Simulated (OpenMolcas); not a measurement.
## Levels of Fe by method

* Program: OpenMolcas
* Basis: ANO-RCC-VTZP [6s5p3d2f1g]
* Scalar Hamiltonian: DKH2, point nucleus
* Active space: 6 electrons in 5 orbitals (3d)
* State averaging: 2S+1 = 5 even, 5 roots; 2S+1 = 3 even, 45 roots; 2S+1 = 1 even, 50 roots (35 in the spin-orbit step)
* Spin-orbit coupling: RASSI with atomic mean-field integrals over the reference wave functions, term energies averaged over their components

Methods on the same reference wave functions:
A. CASSCF
B. SS-CASPT2, IPEA 0.25 Eh, imaginary shift 0.1 Eh (closed shells correlated: 3s 3p 4s)
C. MS-CASPT2, IPEA 0.25 Eh, imaginary shift 0.1 Eh (closed shells correlated: 3s 3p 4s)
D. XMS-CASPT2, IPEA 0.25 Eh, imaginary shift 0.1 Eh (closed shells correlated: 3s 3p 4s)

Energies in cm-1 above 3d6 4s2 5D4, the measured ground level; measured values from NIST Handbook of Basic Atomic Spectroscopic Data.

```csv
Level,A,B,C,D,Measured
3d6 4s2 5D4,0.0,0.0,0.0,0.0,0.0
3d6 4s2 5D3,425,428,428,427,416
3d6 4s2 5D2,728,727,727,727,704
3d6 4s2 5D1,924,920,920,920,888
3d6 4s2 5D0,1020,1014,1015,1015,978
3d6 4s2 3H6,21874,19350,19350,20360,19390
3d6 4s2 3H5,22098,19560,19560,20570,19621
3d6 4s2 3H4,22269,19720,19720,20720,19788
3d6 4s2 3P2(1),23940,18300,18300,19260,18378
3d6 4s2 3F4(1),25054,20590,20590,21580,20641
3d6 4s2 3P1(1),25181,19540,19540,20500,19552
3d6 4s2 3F3(1),25286,20800,20800,21800,20874
3d6 4s2 3F2(1),25459,20950,20950,21950,21039
3d6 4s2 3P0(1),25713,20070,20070,21030,20038
3d6 4s2 3G5,27633,23720,23720,24580,23784
3d6 4s2 3G4,28027,24090,24090,24950,24119
3d6 4s2 3G3,28207,24260,24260,25120,24339
3d6 4s2 1I6,32906,29370,29370,30290,29313
3d6 4s2 1G4,34688,30140,30140,30540,29799
3d6 4s2 3D1,35770,29600,29600,30700,29320
3d6 4s2 3D2,35803,29620,29620,30710,29357
3d6 4s2 3D3,35916,29740,29740,30840,29372
3d6 4s2 1S0,40315,33530,33530,34610,
3d6 4s2 1D2,43203,35120,35120,35570,34637
```

Deviations, from unrounded energies. A percentage is the sum of absolute deviations over the sum of measured energies, with the sign that they share, or ± where signs differ.

```
                        Against measurement  Levels      A     B     C     D
             mean absolute deviation (cm-1)      22   3900   120   120   810
      fine structure of the ground term (%)       4   +3.7  +3.4  +3.5  +3.5
other terms of the ground configuration (%)      18  +19.8  ±0.6  ±0.6  +4.1
```

B, C lie about equally close to measurement and A furthest from it. The largest miss of B in the table is 3d6 4s2 1D2, by +480 cm-1. The ranking rests on the paired levels alone, and a cruder setting can come out closer through cancelling errors.

Among B to D the level of the table that moves most is 3d6 4s2 3D3, by 1100 cm-1 (lowest in B, highest in D). Moves below CASPT2's spread within the term are not significant.

The mean deviations of B to D differ by less than CASPT2's widest spread within a term (1500 cm-1), so their order carries little weight.

From A to B the spin-free energies of the other terms of 3d6 4s2 shown, above 5D, scale by factors of 0.77 to 0.89, as is usual when dynamic correlation screens the repulsion within a d or f shell.

The lowest spin-free term lies below A's lowest term by 0.523 hartree in B, 0.523 hartree in C, 0.531 hartree in D.

CASPT2 breaks the degeneracy within a term, and the mean is taken; among the terms shown or strongly mixed into the levels shown the widest spread is 1500 cm-1 (3d6 4s2 1I, D). Some high roots are left out of the spin-orbit mixing, which shifts the levels that they would mix with. With the s shell closed, the reference lacks s² → p², s² → d² and s → d mixing, so excited terms can stand far too high and out of order, with CASPT2 too. The CASPT2 spread within a term exceeds the gap to the next term for 3d6 4s2 1I and 3d6 4s2 3D, 3d6 4s2 3D and 3d6 4s2 1G, so the order of their levels is uncertain (figures for C; the like holds for D). Without dynamic correlation excited terms often stand tens of per cent too high (terms of higher spin than the ground term too low), and those without a measured partner can miss by more than the paired ones (holds for A). Computed and measured levels are paired by configuration, term and J; levels that our copy of the source lacks, or whose pairing is in doubt (as where it misses far off the trend of its configuration), stay unpaired and out of the deviations. Only configurations of the active space appear. Levels that lie high or do not pair safely by name in every column are left out.

A number in round brackets counts repeated terms of one configuration in the order of the reference energies.
